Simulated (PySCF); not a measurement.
# Correlation energy of Rb⁻ (rubidium, charge -1)

Starting occupation: [Kr] 5s2. Computed with PySCF 2.14 in x2c-TZVPPall-2c with one added diffuse shell each of s, p, d, f type (9s10p8d3f1g, 109 functions), with X2C-1e with screened-nucleus spin-orbit coupling, Gaussian nucleus. Frozen: [Ar]; 20 electrons correlated; the 6 highest virtual spinors left out.

MP2 pair energies summed by pair of shells (mhartree):

```json
{"pair": "3d3/2-3d5/2", "energy": "-77.43", "share (%)": "20.1"}
{"pair": "4p3/2-4p3/2", "energy": "-57.01", "share (%)": "14.8"}
{"pair": "4p1/2-4p3/2", "energy": "-55.47", "share (%)": "14.4"}
{"pair": "3d5/2-3d5/2", "energy": "-50.58", "share (%)": "13.1"}
{"pair": "4p3/2-4s1/2", "energy": "-22.49", "share (%)": "5.8"}
{"pair": "3d3/2-3d3/2", "energy": "-20.82", "share (%)": "5.4"}
{"pair": "4p1/2-4p1/2", "energy": "-14.38", "share (%)": "3.7"}
{"pair": "5s1/2-5s1/2", "energy": "-13.33", "share (%)": "3.5"}
{"pair": "3d5/2-4p3/2", "energy": "-12.37", "share (%)": "3.2"}
{"pair": "4p1/2-4s1/2", "energy": "-11.21", "share (%)": "2.9"}
{"pair": "4p3/2-5s1/2", "energy": "-9.10", "share (%)": "2.4"}
{"pair": "3d3/2-4p3/2", "energy": "-7.77", "share (%)": "2.0"}
{"pair": "4s1/2-4s1/2", "energy": "-6.65", "share (%)": "1.7"}
{"pair": "3d5/2-4s1/2", "energy": "-6.35", "share (%)": "1.7"}
{"pair": "3d5/2-4p1/2", "energy": "-6.07", "share (%)": "1.6"}
{"pair": "3d3/2-4p1/2", "energy": "-4.44", "share (%)": "1.2"}
{"pair": "4p1/2-5s1/2", "energy": "-4.28", "share (%)": "1.1"}
{"pair": "3d3/2-4s1/2", "energy": "-4.18", "share (%)": "1.1"}
{"pair": "4s1/2-5s1/2", "energy": "-0.61", "share (%)": "0.2"}
{"pair": "3d5/2-5s1/2", "energy": "-0.19", "share (%)": "0.0"}
{"pair": "3d3/2-5s1/2", "energy": "-0.12", "share (%)": "0.0"}
```

Total MP2 correlation energy: -384.84 mhartree.

The virtual space was cut to 110 spinors, which keep -368.20 of the -384.84 mhartree of MP2 correlation.

```csv
level,correlation energy (mhartree)
CCSD,-369.68
```

Diagnostics: T1 = 0.028, largest double amplitude 0.153.

A double-excitation amplitude exceeds 0.15, a sign of near-degeneracy.

Cost of the coupled-cluster step: 360 s of wall time on 4 threads of Neoverse-V2 (shared host), for 20 occupied and 110 virtual spinors.

Iterations:

```
Init t2, MP2 energy = -0.368201264305154
CCSD nocc = 20, nmo = 130
Init t2, MP2 energy = -0.368201264305154
Init E_corr(GCCSD) = -0.368201264305154
cycle = 1  E_corr(GCCSD) = -0.3610103729659  dE = 0.00719089134  norm(t1,t2) = 0.11261
cycle = 2  E_corr(GCCSD) = -0.367775778008721  dE = -0.00676540504  norm(t1,t2) = 0.0478169
cycle = 3  E_corr(GCCSD) = -0.369155011815169  dE = -0.00137923381  norm(t1,t2) = 0.030138
cycle = 4  E_corr(GCCSD) = -0.369812049217444  dE = -0.000657037402  norm(t1,t2) = 0.00595896
cycle = 5  E_corr(GCCSD) = -0.369645212585834  dE = 0.000166836632  norm(t1,t2) = 0.0033664
cycle = 6  E_corr(GCCSD) = -0.369651675137377  dE = -6.46255154e-06  norm(t1,t2) = 0.000705002
cycle = 7  E_corr(GCCSD) = -0.369684883122999  dE = -3.32079856e-05  norm(t1,t2) = 0.000227428
cycle = 8  E_corr(GCCSD) = -0.36967546505536  dE = 9.41806764e-06  norm(t1,t2) = 6.14127e-05
cycle = 9  E_corr(GCCSD) = -0.369675394226165  dE = 7.08291945e-08  norm(t1,t2) = 1.79181e-05
cycle = 10  E_corr(GCCSD) = -0.369675095638006  dE = 2.98588159e-07  norm(t1,t2) = 6.27181e-06
cycle = 11  E_corr(GCCSD) = -0.369675061804304  dE = 3.38337023e-08  norm(t1,t2) = 2.52181e-06
cycle = 12  E_corr(GCCSD) = -0.369675113940086  dE = -5.21357819e-08  norm(t1,t2) = 1.20951e-06
cycle = 13  E_corr(GCCSD) = -0.369675084619762  dE = 2.93203241e-08  norm(t1,t2) = 3.91987e-07
cycle = 14  E_corr(GCCSD) = -0.369675082734411  dE = 1.88535104e-09  norm(t1,t2) = 1.82153e-07
GCCSD converged
E(GCCSD) = -2979.585058661678  E_corr = -0.3696750827344106
```

The coupled-cluster values are those of the cut space; adding the MP2 remainder, -16.64 mhartree, estimates the full space.

This basis was not built for core-valence correlation, so the inner-shell part is incomplete.
